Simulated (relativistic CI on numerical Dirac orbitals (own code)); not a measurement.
# Hyperfine structure of Kr VIII, mass number 85

Computed by Dirac-Coulomb-Breit CI, separate exchange-only KLI orbitals for each configuration, model QED (radiative potential, 1s self-energy scaled to tabulated hydrogen-like ionisation energies), unscaled Slater integrals (own radial code, finite nucleus).

Configurations in the expansion (outside the closed core [Ar]): 3d10 4s, 3d10 4p, 3d10 4d, 3d10 4f, 3d10 5s, 3d10 5p, 3d9 4s2, 3d10 5d, 3d10 6s, 3d9 4p2, 3d8 4s 4p2, 3d10 6p, 3d10 5f, 3d10 5g, 3d10 6d, 3d9 4s 4p. Levels of other configurations are missing.

Nuclear spin I = 9/2, μ = -1.0055 μN, Q = 0.443 b (tables of Stone and Pyykkö). The electronic factors are computed for point nuclear moments, without core polarisation or the Bohr-Weisskopf and QED corrections.

| Level | E (cm⁻¹) | A (MHz) | B (MHz) |
| --- | --- | --- | --- |
| 3d10 4s 2S_1/2 | 0 | -8262 |  |
| 3d10 4p 2P°_1/2 | 142803 | -2121 |  |
| 3d10 4p 2P°_3/2 | 152305 | -378.3 | 1410 |
| 3d10 4d 2D_3/2 | 370236 | -128 | 159 |
| 3d10 4d 2D_5/2 | 371513 | -54.1 | 220 |
| 3d10 5s 2S_1/2 | 484482 | -3110 |  |
| 3d10 5p 2P°_1/2 | 540721 | -867.9 |  |
| 3d10 5p 2P°_3/2 | 544379 | -156.5 | 584 |

Levels with J = 0, under 50 % of one LS term, or S terms without an open s electron are left out. Small factors come from cancelling terms and can be off by tens of per cent or more.

At this charge configurations can still be misplaced by up to about 7 % of their energy. 26 of the 69 excited levels that our extract of the measured tables holds in this range could be paired (the sources list more); they are missed by 6900 cm⁻¹ on average and 10103 at most, and levels without a partner can miss by more.

(1) Give the hyperfine levels of 3d10 4s 2S_1/2 relative to its centre of gravity.

Answers

(1) With K = F(F + 1) − I(I + 1) − J(J + 1), E = AK/2: F = 4: 22720, F = 5: -18590 MHz.

LS names give the leading component of a level, which can be under half, so a name can repeat, a term be missing and a line seem to break the LS rules.
